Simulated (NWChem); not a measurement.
## Lowest excitation of germanium monoxide (GeO)

```xyz
2

Ge     0.0000     0.0000     0.3297
O      0.0000     0.0000    -1.3189
```
Charge 0, spin multiplicity 1.

All runs are NWChem calculations. Structure: optimised with PBE/def2-SVP, a minimum by its harmonic frequencies.

Basis set: def2-SVPD. CR-EOMCCSD(T) is the triples correction to the same EOM-CCSD root.

| method | lowest vertical singlet excitation energy (eV) | difference from EOM-CCSD |
|---|---|---|
| TD-PBE | 4.62 | -0.19 |
| CIS | 5.05 | +0.25 |
| TD-B3LYP | 4.55 | -0.26 |
| EOM-CCSD | 4.80 | 0.00 |
| CR-EOMCCSD(T) | 4.71 | -0.09 |
| TD-CAM-B3LYP | 4.64 | -0.16 |

The values span 0.51 eV, from TD-B3LYP (lowest) to CIS (highest). 

The Hamiltonian is non-relativistic. The correlated methods keep 10 core orbitals frozen. B3LYP has NWChem's definition, with VWN1-RPA local correlation. Differences from the coupled-cluster row are differences between methods, not errors against experiment.
